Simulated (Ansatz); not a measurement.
Basis-set extrapolation for CH7BN2 (`CB(N)N`) (PBE0-D4/def2-TZVP geometry, frozen core, the Gaussian-basis code of Ansatz). Multiplicity 1, RHF reference.

```csv
,def2-TZVPP,def2-QZVPP
HF,-175.702612,-175.711546
MP2 correlation,-0.709859,-0.758564
CCSD(T) correlation,-0.772689,not run
```

Energies in hartree. Use E(X) = E(∞) + A·exp(−7.88·√X) for Hartree–Fock and E(X) = E(∞) + B·X^(−2.97) for correlation, with X = 3 and 4, and add CCSD(T) minus MP2 of the smaller set to the MP2 limit.

Question: What is the CCSD(T) energy at the basis-set limit?

Answer: HF limit: -175.711546 + (-0.008934) × 0.13774 = -175.71278. MP2 limit: -0.758564 + (-0.048705) × 0.74074 = -0.79464. Higher-order term: -0.772689 − (-0.709859) = -0.06283. Total: -176.57025 hartree, 59.6 kcal/mol below CCSD(T)/def2-TZVPP.
